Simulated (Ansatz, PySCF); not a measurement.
FH5SSi2, SMILES [SiH2](S[SiH3])F. Atoms are numbered in the order given.

```xyz
9

Si    -1.7791     0.2230    -0.0828
S     -0.1123    -0.8289    -0.9505
Si     1.3935     0.1918     0.1358
F      0.9731     0.2166     1.7101
H     -2.1960    -0.4050     1.1971
H     -1.3852     1.6396     0.1540
H     -2.8894     0.1528    -1.0683
H      1.5170     1.6078    -0.2869
H      2.6609    -0.5588    -0.0256
```

Geometry optimised at ωB97X-D3(BJ)/def2-SVP. The structure was generated by enumeration, and PubChem lists no compound with its InChIKey, so it may never have been made. The values are those of a single conformer.

Two levels are set side by side: PBE-D3(BJ)/def2-SVP (Ansatz, a program for electronic structure) and ωB97X-D3(BJ)/def2-SVP (PySCF). Each level has its own optimised geometry; the coordinates shown are those of the second. Frequencies come from the Hessian of PySCF at each geometry. Differences are taken from unrounded values.

```tsv
quantity	ωB97X-D3(BJ)	PBE-D3(BJ)	PBE-D3(BJ) minus ωB97X-D3(BJ)
mean bond length (Å)	1.666	1.682	0.016
bond Si1–S2 (Å)	2.153	2.175	0.022
bond S2–Si3 (Å)	2.119	2.142	0.024
bond Si3–F4 (Å)	1.630	1.640	0.010
bond Si1–H5 (Å)	1.485	1.501	0.015
bond Si1–H6 (Å)	1.489	1.504	0.015
bond Si1–H7 (Å)	1.486	1.500	0.014
bond Si3–H8 (Å)	1.483	1.498	0.015
bond Si3–H9 (Å)	1.482	1.497	0.015
highest harmonic wavenumber (cm⁻¹)	2312	2209	-103
mean harmonic wavenumber (cm⁻¹)	1020	964	-55
zero-point energy (kcal/mol)	30.61	28.95	-1.66
```

Exact exchange shortens and stiffens bonds; PBE has none. Differences between two approximate levels are no errors against the true value.
